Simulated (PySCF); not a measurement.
Computed with PySCF with PBE-D3(BJ)/def2-TZVP // CAM-B3LYP-D3(BJ)/def2-TZVP. All species are isolated molecules in the gas phase. One relaxed conformer stands for a flexible species; it need not be the lowest. Delta-SCF ions had no search for a lower state. 

Reference species (SMILES): `BC(C(=C)C)=C` (neutral, multiplicity 1).

| Property | Result |
|---|---|
| vertical ionisation energy (Delta-SCF) | 8.88 eV |
| HOMO–LUMO gap | 3.12 eV |
| HOMO | -6.04 eV |
| LUMO | -2.92 eV |

After one change: the vertical ionisation energy (Delta-SCF) rises by 0.18 eV; the HOMO–LUMO gap stays essentially unchanged; the HOMO drops by 0.28 eV; the LUMO decreases by 0.27 eV.

Task: Name the change that produced these shifts. The new species is one of these.
A) `B/C=C\C(=C)C`
B) `BC(=C)/C=C\C`
C) `B/C(C=C)=C/C`
D) `B/C=C\C=C/C`

Result: A, `B/C=C\C(=C)C`
